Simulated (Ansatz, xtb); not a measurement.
**Relaxing a trial structure of GeH3OSi+**

The starting geometry of this gas-phase singlet was built from a drawn formula by distance geometry and a force field; its bonds are those of `[OH+]1[SiH2][Ge]1`.

```xyz
6

Ge   -2.2761   -2.8967    3.1105
O    -1.4983   -2.7316    1.5034
Si   -0.1719   -2.1708    2.4197
H    -1.2422   -3.6486    1.2336
H    -0.0194   -0.7346    2.2325
H     0.8822   -3.1489    2.4114
```

Q: Predict what it relaxes into with r2SCAN-D4/def2-SVP.

A: It keeps its bonds, and is `[OH+]1[SiH2][Ge]1`.

The energy falls by 1.30 eV over 9 steps:

```csv
step,E − E(last) (eV)
1,1.301
2,0.512
3,0.189
4,0.115
5,0.056
6,0.017
7,0.000
8,0.000
9,0.000
```

Final geometry (Å):

```xyz
6

Ge   -2.3525   -2.9269    3.3164
O    -1.3876   -3.0385    1.6128
Si   -0.1639   -2.1533    2.5947
H    -1.5042   -3.3887    0.7080
H     0.0375   -0.8180    1.9820
H     1.0451   -3.0058    2.6973
```

From the same start GFN2-xTB ends elsewhere, differing in O2–Si3 (2.94 against 1.80 Å here).

No frequencies were run, so the end isn't proven a minimum. Run with Ansatz 0.2.0, 58 s on 1 thread of AMD EPYC (Zen 3), on a shared host.
